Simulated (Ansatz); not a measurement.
Input file for Ansatz (an electronic-structure program): R-B3LYP/def2-TZVPP on GeI4 (SMILES [I][Ge]([I])([I])[I]). Elements past Kr take the def2 small-core potentials; no spin–orbit coupling.

Ansatz 0.2 input:
```yaml
crystal:
  periodic: [false, false, false]
  atoms:
    - {symbol: Ge, position_ang: [0.00005142, -0.00002619, 0.00002091]}
    - {symbol: I, position_ang: [1.46667024, 1.44707795, 1.46641676]}
    - {symbol: I, position_ang: [1.45335903, -1.46577464, -1.46113450]}
    - {symbol: I, position_ang: [-1.44792285, 1.47309748, -1.45893056]}
    - {symbol: I, position_ang: [-1.47215784, -1.45437460, 1.45362739]}
basis:
  gaussian:
    orbitals: def2-TZVPP
hamiltonian:
  xc: {name: B3LYP}
scf: {lower_state_search: off}
```

What total energy does the run end on?

-3268.4256 hartree.

How many basis functions does it have, and what does it roughly cost on one machine?

248 functions; around 18 core-seconds (rough).
